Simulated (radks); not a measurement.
Problem. The selenium ion Se32+, [He]. All-electron calculation, non-relativistic Kohn-Sham, exchange-only LDA, spin-polarised, spherical densities, point nucleus. Program: a radial shooting solver on a logarithmic mesh with Libxc functionals. Every spin shell is full or empty, so the densities are truly spherical. Functionals are evaluated on that one density, not self-consistently. Rank these orbital-free kinetic functionals by their error against the exact value of the orbitals, and give that value: Thomas-Fermi, von Weizsacker, TF + vW, TF + vW/5, LC94, APBEK, Perdew 92, LKT, DePristo-Kress, Ernzerhof.

Solution. Exact: 1131.88 hartree. From best to worst, with 100 (|E| - |E exact|)/|E exact| (equal figures are ties): von Weizsacker 0.00, APBEK +2.12, LC94 +2.27, Perdew 92 +2.80, DePristo-Kress +2.98, Ernzerhof +6.73, Thomas-Fermi -8.33, TF + vW/5 +11.67, LKT +62.65, TF + vW +91.67.
